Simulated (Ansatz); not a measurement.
`C[B](C)[GeH3]` + `N[SiH3]` → `CB(C)N[SiH3]` + GeH₄  (cleavage of the B–Ge bond)

Calculated with Ansatz (gas phase, PBE0-D4/def2-TZVP geometries, no zero-point term in ΔE). CCSD(T)/CBS adds triple-zeta CCSD(T) − MP2 to the extrapolated MP2 energy (def2 sets, frozen cores). This one scheme is used for every species. DFT in def2-TZVPP. B3LYP here is the variant with VWN-RPA as its local correlation; programs differ in this. HSE06 is defined as in plane-wave codes. For Ge outer-core shells are correlated without core-valence functions, which leaves a few kJ/mol of doubt a bond. Scalar relativity is left out up to krypton. One conformer a species, not always the lowest.

```
             level  ΔE (kcal/mol)  difference from CCSD(T)/CBS
       LDA (SPW92)          -33.8                         -1.3
            PBE-D4          -31.5                          1.0
           BLYP-D4          -33.1                         -0.6
         r2SCAN-D4          -32.8                         -0.3
            B97M-V          -33.8                         -1.3
           PBE0-D4          -32.2                          0.3
          B3LYP-D4          -33.5                         -1.0
        r2SCAN0-D4          -33.2                         -0.7
          HSE06-D4          -32.2                          0.3
          BHLYP-D4          -34.4                         -1.9
      CAM-B3LYP-D4          -34.5                         -2.0
           ωB97X-V          -33.1                         -0.6
           ωB97M-V          -33.7                         -1.2
            B2PLYP          -33.4                         -0.9
          PBE-QIDH          -33.1                         -0.6
               PBE          -30.9                          1.6
            revPBE          -29.7                          2.8
            r2SCAN          -32.6                         -0.1
              PBE0          -31.7                          0.8
             B3LYP          -32.6                         -0.1
           r2SCANh          -32.7                         -0.2
           r2SCAN0          -33.0                         -0.5
             HSE06          -31.7                          0.8
             BHLYP          -34.0                         -1.5
         CAM-B3LYP          -34.0                         -1.5
           LC-ωPBE          -32.5                          0.0
RPA@PBE/def2-TZVPP          -33.4                         -0.9
       HF/def2-SVP          -37.7                         -5.2
      MP2/def2-SVP          -39.2                         -6.7
     CCSD/def2-SVP          -38.6                         -6.1
  CCSD(T)/def2-SVP          -39.0                         -6.5
     HF/def2-TZVPP          -34.4                         -1.9
    MP2/def2-TZVPP          -33.9                         -1.4
SCS-MP2/def2-TZVPP          -34.0                         -1.5
CCSD(T)/def2-TZVPP          -33.5                         -1.0
     HF/def2-QZVPP          -34.7                         -2.2
    MP2/def2-QZVPP          -33.4                         -0.9
SCS-MP2/def2-QZVPP          -33.6                         -1.1
      HF/CBS(def2)          -34.8                         -2.3
     MP2/CBS(def2)          -32.8                         -0.3
       CCSD(T)/CBS          -32.5                            0
```

Largest T1 diagnostic among the species: 0.012.

Leaving LDA and LC-ωPBE aside and taking each functional with its dispersion term where it has one, the values spread over 3.0 kcal/mol, from CAM-B3LYP-D4 to PBE-D4. LDA lies −2.9 kcal/mol from PBE without D4. The D4 term adds −0.9 kcal/mol with B3LYP and −0.5 kcal/mol with PBE0; it sums over pairs of atoms, weighted by their polarisabilities, and B3LYP, whose exchange is more repulsive, gets the larger term.
